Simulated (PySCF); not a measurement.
# Orbital picture of RbTl⁺

PBE0 at R = 4.243 Å; basis Rb def2-SVP with ECP28, Tl def2-SVP with ECP60; scalar-relativistic core potentials; PySCF 2.14. State: ⁴Π (quartet), unpaired electrons σ ↑↑, π ↑, a second solution, started from another occupation. Only the outer orbitals are listed, counted within each symmetry, core potentials removing the inner ones.

```json
{"spin": "α", "orbital": "6σ", "occ.": "1", "ε (eV)": "-16.13", "on Rb (%)": "0", "main shells (%)": "100 Tl s"}
{"spin": "α", "orbital": "7σ", "occ.": "1", "ε (eV)": "-8.35", "on Rb (%)": "11", "main shells (%)": "88 Tl p"}
{"spin": "α", "orbital": "4π", "occ.": "1", "ε (eV)": "-7.94", "on Rb (%)": "2", "main shells (%)": "98 Tl p"}
{"spin": "α", "orbital": "4π", "occ.": "0", "ε (eV)": "-6.27", "on Rb (%)": "4", "main shells (%)": "96 Tl p"}
{"spin": "α", "orbital": "8σ", "occ.": "0", "ε (eV)": "-4.97", "on Rb (%)": "95", "main shells (%)": "95 Rb s"}
{"spin": "α", "orbital": "5π", "occ.": "0", "ε (eV)": "-3.12", "on Rb (%)": "99", "main shells (%)": "99 Rb p"}
{"spin": "β", "orbital": "6σ", "occ.": "0", "ε (eV)": "-11.68", "on Rb (%)": "1", "main shells (%)": "98 Tl s"}
{"spin": "β", "orbital": "7σ", "occ.": "0", "ε (eV)": "-5.32", "on Rb (%)": "68", "main shells (%)": "67 Rb s, 31 Tl p"}
{"spin": "β", "orbital": "4π", "occ.": "0", "ε (eV)": "-4.72", "on Rb (%)": "7", "main shells (%)": "93 Tl p"}
```

Which are the highest filled and the lowest empty level, where do they sit, and how wide is the gap?

Highest filled α 4π at -7.94 eV (in %: 98 Tl p); lowest empty β 6σ at -11.68 eV (in %: 98 Tl s); the gap at PBE0 is -3.74 eV.

* bond order (Mayer): 0.22
* ⟨S²⟩: 3.753
* charge on Rb (Mulliken, basis-dependent): 0.88
* charge on Rb (Löwdin, basis-dependent): 0.75
* dipole moment (positive dipole points towards Tl; it is taken about the centre of mass and depends on that origin): -11.50 D

Spin–orbit coupling is left out, which matters for elements this heavy, above all for dissociation energies. Counting both spins, an empty level lies below a filled one in this solution, because spin and occupation are held.
